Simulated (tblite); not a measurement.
Species: 4,4-dimethyl-2-pentynal, C₇H₁₀O.
Bonds: C1–C2, C2–C3, C2–C4, C2–C5, C5–C6 (triple), C6–C7, C7–O8 (double). Hydrogens: H9, H10, H11 on C1; H12, H13, H14 on C3; H15, H16, H17 on C4; H18 on C7.

Computed with GFN2-xTB (tblite), gas phase: Langevin dynamics at 300 K from the optimised GFN2-xTB geometry, time step 0.5 fs, friction 0.01 fs⁻¹, 2000 steps.

Start geometry:
```
atom  x, y, z in Å
C1     -0.889   -0.504    1.500
C2     -0.542   -0.213    0.035
C3     -1.506    0.833   -0.541
C4     -0.602   -1.501   -0.796
C5      0.807    0.322   -0.040
C6      1.926    0.766   -0.096
C7      3.255    1.269   -0.191
O8      4.014    1.074   -1.105
H9     -1.897   -0.907    1.569
H10    -0.836    0.405    2.094
H11    -0.195   -1.230    1.919
H12    -2.525    0.453   -0.504
H13    -1.254    1.056   -1.575
H14    -1.457    1.756    0.033
H15    -1.608   -1.916   -0.768
H16     0.091   -2.240   -0.402
H17    -0.336   -1.298   -1.831
H18     3.546    1.881    0.688
```

The statistics below take the 31 frames saved every 25 fs from 250 to 1000 fs; their kinetic temperature (all 3N coordinates) averages 291 K.

Problem. Give the mean, spread and extremes of the bond lengths.

Solution. 
| bond | start (Å) | mean (Å) | standard deviation (Å) | shortest (Å) | longest (Å) |
| --- | --- | --- | --- | --- | --- |
| C1–C2 | 1.533 | 1.536 | 0.038 | 1.488 | 1.616 |
| C2–C3 | 1.535 | 1.539 | 0.028 | 1.479 | 1.587 |
| C2–C4 | 1.533 | 1.544 | 0.038 | 1.472 | 1.616 |
| C2–C5 | 1.453 | 1.458 | 0.032 | 1.404 | 1.546 |
| C5≡C6 | 1.206 | 1.209 | 0.013 | 1.184 | 1.244 |
| C6–C7 | 1.424 | 1.427 | 0.026 | 1.377 | 1.475 |
| C7=O8 | 1.204 | 1.209 | 0.020 | 1.165 | 1.237 |
| C1–H9 | 1.088 | 1.092 | 0.031 | 1.033 | 1.157 |
| C1–H10 | 1.088 | 1.092 | 0.026 | 1.040 | 1.149 |
| C1–H11 | 1.088 | 1.091 | 0.020 | 1.056 | 1.133 |
| C3–H12 | 1.088 | 1.091 | 0.031 | 1.035 | 1.154 |
| C3–H13 | 1.088 | 1.096 | 0.037 | 1.023 | 1.162 |
| C3–H14 | 1.088 | 1.092 | 0.030 | 1.044 | 1.156 |
| C4–H15 | 1.088 | 1.090 | 0.021 | 1.046 | 1.128 |
| C4–H16 | 1.088 | 1.095 | 0.028 | 1.046 | 1.155 |
| C4–H17 | 1.088 | 1.090 | 0.028 | 1.020 | 1.139 |
| C7–H18 | 1.110 | 1.120 | 0.035 | 1.064 | 1.186 |

The run is classical and short, so these are rough statistics of one trajectory.

The cost below is that of the whole dynamics run. The run took 12 s of wall time on an Arm Neoverse V1 with one thread, shared host with 32 logical CPUs at a one-minute load of 9.9, and the process peaked at 0.17 GiB of memory.
